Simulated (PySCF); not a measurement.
# Partial charges of `N#C[C@@H]1CC[C@@H](F)C1`

Compound: C6H8FN.
Atom-mapped SMILES: `[N:1]#[C:2][C@@H:3]1[CH2:4][CH2:5][C@@H:6]([F:7])[CH2:8]1` (hydrogens: H9 on C3; H10, H11 on C4; H12, H13 on C5; H14 on C6; H15, H16 on C8)

Cartesian coordinates in Å at the GFN2-xTB level; atoms count from 1:
```xyz
16
C6H8FN angstrom
N     -0.2062   -0.6269   -3.0114
C      0.2561   -0.2556   -2.0340
C      0.8260    0.2083   -0.7910
C      0.8484   -0.9370    0.2340
C     -0.5774   -0.9343    0.7780
C     -0.9165    0.5498    0.9119
F     -0.5407    0.9966    2.1669
C     -0.0852    1.2791   -0.1539
H      1.8267    0.5951   -1.0030
H      1.5544   -0.6978    1.0302
H      1.1271   -1.8900   -0.2132
H     -1.2570   -1.3969    0.0616
H     -0.6670   -1.4431    1.7360
H     -1.9889    0.7550    0.8409
H      0.5129    2.0487    0.3341
H     -0.7204    1.7580   -0.8984
```

Density: PBE0/pcSseg-1 (PySCF); schemes: Mulliken, IAO, Hirshfeld and ESP-fitted. One conformer (not necessarily the lowest) at the GFN2-xTB geometry, without solvent, vibrations or thermal averaging.

Q: Tabulate the Mulliken, IAO, Hirshfeld and ESP-fitted charges.

A: In e:

```csv
atom,environment,Mulliken,IAO,Hirshfeld,ESP-fitted
N1,nitrile nitrogen,-0.248,-0.256,-0.234,-0.467
C2,nitrile carbon,+0.140,+0.133,+0.086,+0.321
C3,sp3 carbon next to a nitrile,-0.381,-0.152,-0.001,+0.005
C4,ring CH2 carbon,-0.147,-0.255,-0.061,-0.076
C5,ring CH2 carbon,-0.205,-0.286,-0.078,-0.110
C6,sp3 C–F carbon,+0.150,+0.179,+0.071,+0.274
F7,alkyl fluorine,-0.343,-0.336,-0.122,-0.282
C8,ring CH2 carbon,-0.114,-0.284,-0.069,-0.140
H9,methine hydrogen,+0.169,+0.177,+0.065,+0.060
H10,methylene hydrogen,+0.138,+0.148,+0.048,+0.073
H11,methylene hydrogen,+0.147,+0.154,+0.050,+0.047
H12,methylene hydrogen,+0.141,+0.150,+0.047,+0.059
H13,methylene hydrogen,+0.145,+0.160,+0.050,+0.061
H14,methine hydrogen,+0.108,+0.143,+0.046,+0.027
H15,methylene hydrogen,+0.149,+0.166,+0.051,+0.088
H16,methylene hydrogen,+0.151,+0.160,+0.051,+0.060
```

Mean size of the charges over all atoms: IAO 0.196 e, Mulliken 0.180 e, ESP-fitted 0.134 e, Hirshfeld 0.071 e. Each set sums to the total charge, 0, to within 0.001 e. The ESP scheme fits charges at the nuclei, held to the total charge, to the electrostatic potential on points at 1.4 to 2.0 times the van der Waals radii.

Lowest charge. The schemes don't all agree: Mulliken C3 (-0.381); IAO F7 (-0.336); Hirshfeld N1 (-0.234); ESP-fitted N1 (-0.467).

Highest charge. The schemes don't all agree: Mulliken H9 (+0.169); IAO C6 (+0.179); Hirshfeld C2 (+0.086); ESP-fitted C2 (+0.321).

Q: Sum the charges by element, for elements with more than one atom.

A: 
```json
{"element": "C", "atoms": "6", "Mulliken": "-0.557", "IAO": "-0.666", "Hirshfeld": "-0.052", "ESP-fitted": "+0.274"}
{"element": "H", "atoms": "8", "Mulliken": "+1.148", "IAO": "+1.257", "Hirshfeld": "+0.409", "ESP-fitted": "+0.476"}
```

Q: How many electrons does the IAO scheme count on N1?

A: Z − q = 7 − (-0.256) = 7.256.
